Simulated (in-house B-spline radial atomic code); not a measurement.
How numerical settings move a run on the sulfur ion S³⁺, [Ne] 3s2 3p1. Computed with an all-electron radial atomic-structure program (B-spline basis): Dirac-Hartree-Fock, average of configuration, Fermi nucleus of rms radius 3.2611 fm.

Command:
```bash
python run_scf.py task.json out
```
Settings of the sound reference run:
```
Z                16
electrons        13
configuration    [Ne] 3s2 3p1
hamiltonian      dirac
method           hf
spin_polarised   False
nucleus          fermi
rms_radius       3.2611
mass_number      32
atomic_mass      31.97207
speed_of_light   137.036
knot_spacing     0.22
spline_order     8
gauss_points     12
box_radius       16.22
max_iterations   70
damping          0.5
damped_steps     3
diis_vectors     10
tolerance        1e-08
start            Thomas-Fermi
```

Time taken, with all properties: 1.3 s on 1 thread of Arm Neoverse N1, with other jobs on the host.

It converges in 9 iterations to -396.197937 hartree, with 3p3/2 at -46.671 eV. The other runs change the listed settings, some to values that make no sense; their results aren't properties of the atom or ion. Radii are in bohr (the nuclear one in fm), a minus after a letter asks for a j subshell, and «unchanged» means within 1e-8 hartree. The run stops when the residual is below 10 × tolerance × max(1, Z/10), or a noise floor if that is larger, and the energy moves by less than 1e-8 × √|E| hartree; so very loose and very tight tolerances often act alike.

| changed settings | outcome |
| --- | --- |
| knot_spacing = 0.15, box_radius = 64.88, max_iterations = 75, damped_steps = 0, start = bare nucleus | converged in 8 iterations, energy unchanged, 3p3/2 level -4.8e-07 eV |
| first_knot = 0.188 | converged in 9 iterations, energy +8.17e-01 hartree from the reference, 3p3/2 level +3.3e-01 eV |
| electrons = 21, configuration = [Ne] 3s2 3p1 5s2 5p6, max_iterations = 50 | not converged after 50 iterations, last residual 1.6e-02 |
| electrons = 14, configuration = [Ne] 3s2 3p1 4s-1, max_iterations = 75 | stopped with error: j subshells need the Dirac Hamiltonian and l > 0 |
| speed_of_light = 12.00435 | stopped with error: Z/c is past the critical charge |
| tolerance = 1e-13 | converged in 9 iterations, energy unchanged |
| tolerance = 1e-06 | converged in 8 iterations, energy unchanged, 3p3/2 level -1.0e-05 eV |
| gauss_points = 6, max_iterations = 50, start = bare nucleus | converged in 9 iterations, energy unchanged, 3p3/2 level -1.7e-06 eV |
| spline_order = 10, box_radius = 64.88, max_iterations = 60, damping = 0.95 | converged in 9 iterations, energy unchanged, 3p3/2 level -2.9e-07 eV |
| diis_vectors = 0 | converged in 22 iterations, energy unchanged, 3p3/2 level -4.0e-06 eV |
| knot_spacing = 0.75, spline_order = 5, gauss_points = 16, max_iterations = 60, tolerance = 0.001 | converged in 8 iterations, energy +2.16e-01 hartree from the reference, 3p3/2 level -4.3e-02 eV |

Question: What happens with first_knot = 0.0187?

Answer: Converged in 9 iterations, energy +3.56e-03 hartree from the reference, 3p3/2 level +5.8e-04 eV.

Question: What happens with max_iterations = 50, damping = 0.8, diis_vectors = 0, tolerance = 1e-10?

Answer: Not converged after 50 iterations, last residual 1.6e-06, last energy +6.00e-11 hartree from the reference.

Question: What happens with first_knot = 0.00625?

Answer: Converged in 9 iterations, energy +4.78e-05 hartree from the reference, 3p3/2 level +6.2e-05 eV.

Question: What happens with first_knot = 0.000625?

Answer: Converged in 9 iterations, energy +3.80e-05 hartree from the reference, 3p3/2 level -7.7e-07 eV.
